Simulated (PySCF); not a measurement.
Species: hexahydropyrrolizine, C₇H₁₃N.
Bonds: C1–C2, C2–C3, C3–C4, C4–C5, C5–C6, C6–N7, N7–C8, C1–C8, C3–N7. Hydrogens: H9, H10 on C1; H11, H12 on C2; H13 on C3; H14, H15 on C4; H16, H17 on C5; H18, H19 on C6; H20, H21 on C8.

Computed with PySCF at wB97X-D/def2-SVPD, non-relativistic, on one gas-phase PBE0-D3(BJ)/def2-SVP geometry that isn't relaxed in the solvent. The solvent is an IEF-PCM continuum (cavity from Bondi-type radii × 1.2), and excitations are vertical TDDFT with non-equilibrium linear response and a frozen core. Specific hydrogen bonds and non-electrostatic terms are outside this model.

Gas-phase singlets (H = HOMO, L = LUMO):

| state | E (eV) | λ (nm) | f | leading configuration |
| --- | --- | --- | --- | --- |
| S1 | 6.048 | 205 | 0.012 | H→L 79% |
| S2 | 6.541 | 190 | 0.001 | H→L+2 83% |
| S3 | 6.731 | 184 | 0.014 | H→L+1 83% |
| S4 | 6.972 | 178 | 0.015 | H→L+3 70% |
| S5 | 7.447 | 166 | 0.018 | H→L+4 67% |

What are the lowest 5 singlets in acetonitrile (ε = 35.69)?

```json
{"state": "S1", "E (eV)": "6.112", "λ (nm)": "203", "f": "0.008", "leading configuration": "H→L 76%", "change by rank (eV)": "+0.064"}
{"state": "S2", "E (eV)": "6.720", "λ (nm)": "185", "f": "0.004", "leading configuration": "H→L+2 70%", "change by rank (eV)": "+0.179"}
{"state": "S3", "E (eV)": "6.902", "λ (nm)": "180", "f": "0.015", "leading configuration": "H→L+1 77%", "change by rank (eV)": "+0.171"}
{"state": "S4", "E (eV)": "7.145", "λ (nm)": "174", "f": "0.019", "leading configuration": "H→L+3 65%", "change by rank (eV)": "+0.173"}
{"state": "S5", "E (eV)": "7.648", "λ (nm)": "162", "f": "0.022", "leading configuration": "H→L+4 66%", "change by rank (eV)": "+0.201"}
```

What are the lowest 5 singlets in dimethylsulfoxide (ε = 46.83)?

```
state  E (eV)  λ (nm)      f  leading configuration  change by rank (eV)
   S1   6.106     203  0.009                H→L 76%               +0.058
   S2   6.718     185  0.005              H→L+2 70%               +0.177
   S3   6.901     180  0.016              H→L+1 77%               +0.170
   S4   7.146     174  0.020              H→L+3 65%               +0.174
   S5   7.648     162  0.024              H→L+4 66%               +0.201
```

The ground-state energy changes by -0.102 eV from gas to dimethylsulfoxide. By how much does the total energy of gas-phase S1 change?

E(S1) = E(S0) + excitation energy, so it changes by -0.102 + 0.058 = -0.044 eV: it is lowered less than the ground state, which is what a blue shift means. This is the vertical state, with the slow part of the continuum still set for S0.

How do the frontier levels move from gas to dimethylsulfoxide?

| orbital | gas (eV) | solvent (eV) | change (eV) |
| --- | --- | --- | --- |
| LUMO+2 | 2.96 | 3.05 | +0.09 |
| LUMO+1 | 2.86 | 2.98 | +0.12 |
| LUMO | 2.44 | 2.57 | +0.13 |
| HOMO | -7.63 | -7.71 | -0.08 |
| HOMO-1 | -10.72 | -10.60 | +0.12 |
| HOMO-2 | -10.84 | -10.73 | +0.11 |
| HOMO-3 | -11.20 | -11.10 | +0.10 |

The HOMO–LUMO gap goes from 10.06 to 10.29 eV.

The run took about 80 s of CPU time (one thread, shared machine). This is the whole response run at wB97X-D/def2-SVPD in dimethylsulfoxide, SCF included.

wB97X-D is run here without its empirical dispersion term; that term would change no orbital, density or response property at a fixed geometry.
